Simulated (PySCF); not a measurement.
Compound: C9H9N.
Atom-mapped SMILES: `[N:1]#[C:2][CH2:3][C:4]1=[CH:5][C@@H:6]2[CH:7]=[CH:8][C@H:9]1[CH2:10]2` (hydrogens: H11, H12 on C3; H13 on C5; H14 on C6; H15 on C7; H16 on C8; H17 on C9; H18, H19 on C10)

The same species was optimised twice, with GFN2-xTB and with PBE0-D3(BJ)/def2-SVP (PySCF), and the same property calculations (PySCF, gas phase) were run on both structures.

```csv
coordinate,GFN2-xTB,PBE0-D3(BJ)/def2-SVP,change
C2–C3 (Å),1.444,1.462,+0.018
N1≡C2 (Å),1.143,1.157,+0.014
C6–C7 (Å),1.523,1.535,+0.012
C7=C8 (Å),1.324,1.337,+0.013
C8–C9 (Å),1.522,1.534,+0.012
C5–C6 (Å),1.521,1.532,+0.011
C4=C5 (Å),1.327,1.338,+0.011
C4–C9 (Å),1.526,1.536,+0.010
C6–C10 (Å),1.540,1.548,+0.008
C9–C10 (Å),1.539,1.546,+0.007
C3–C4 (Å),1.495,1.495,0.000
C2–C3–C4 (°),109.9,112.7,+2.8
C4–C9–C8 (°),105.2,107.1,+1.9
C5–C6–C7 (°),105.5,107.3,+1.8
C3–C4–C5 (°),130.2,129.0,-1.2
C3–C4–C9 (°),122.7,123.8,+1.1
C4–C9–C10 (°),98.8,98.4,-0.4
C5–C6–C10 (°),98.9,98.5,-0.4
C7–C8–C9 (°),107.1,106.8,-0.3
C2–C3–C4–C5 (°),-119,-131,-12
```

Rotational constants: A = 3267, B = 932.7, C = 918.1 MHz (GFN2-xTB) against A = 3217, B = 911.9, C = 882.3 MHz (PBE0-D3(BJ)/def2-SVP). Point groups within 0.08 Å: C1 and C1.

On the GFN2-xTB structure: HOMO (eV) -6.76 [PBE0/pcSseg-1]; LUMO (eV) -0.66 [PBE0/pcSseg-1]; dipole (D) 3.93 [PBE0/pcSseg-1]; GIAO shielding of N1 (ppm) -30.0 [PBE0/pcSseg-1]; GIAO shielding of C2 (ppm) 65.2 [PBE0/pcSseg-1]; GIAO shielding of C3 (ppm) 165.5 [PBE0/pcSseg-1]; GIAO shielding of C4 (ppm) 27.1 [PBE0/pcSseg-1]; GIAO shielding of C5 (ppm) 36.8 [PBE0/pcSseg-1]; GIAO shielding of C6 (ppm) 133.0 [PBE0/pcSseg-1]; GIAO shielding of C7 (ppm) 31.7 [PBE0/pcSseg-1]; GIAO shielding of C8 (ppm) 35.0 [PBE0/pcSseg-1].

What do these properties become on the PBE0-D3(BJ)/def2-SVP structure?

```tsv
property	level	on GFN2-xTB	on PBE0-D3(BJ)/def2-SVP	change
HOMO (eV)	PBE0/pcSseg-1	-6.76	-6.83	-0.07
LUMO (eV)	PBE0/pcSseg-1	-0.66	-0.70	-0.04
dipole (D)	PBE0/pcSseg-1	3.93	4.04	+0.11
energy, GFN2-xTB geometry as zero (kcal/mol)	PBE0/pcSseg-1	0.0	-1.2	-1.2
GIAO shielding of N1 (ppm)	PBE0/pcSseg-1	-30.0	-37.9	-7.9
GIAO shielding of C2 (ppm)	PBE0/pcSseg-1	65.2	62.4	-2.8
GIAO shielding of C3 (ppm)	PBE0/pcSseg-1	165.5	162.7	-2.8
GIAO shielding of C4 (ppm)	PBE0/pcSseg-1	27.1	25.8	-1.3
GIAO shielding of C5 (ppm)	PBE0/pcSseg-1	36.8	34.3	-2.5
GIAO shielding of C6 (ppm)	PBE0/pcSseg-1	133.0	130.1	-2.9
GIAO shielding of C7 (ppm)	PBE0/pcSseg-1	31.7	29.7	-2.0
GIAO shielding of C8 (ppm)	PBE0/pcSseg-1	35.0	31.6	-3.4
```

The heavy atoms differ by 0.109 Å rms after alignment. Among bonds between heavy atoms C2–C3 changes most (+0.018 Å). Changes are differences of the printed values. Neither structure is proved a minimum here.
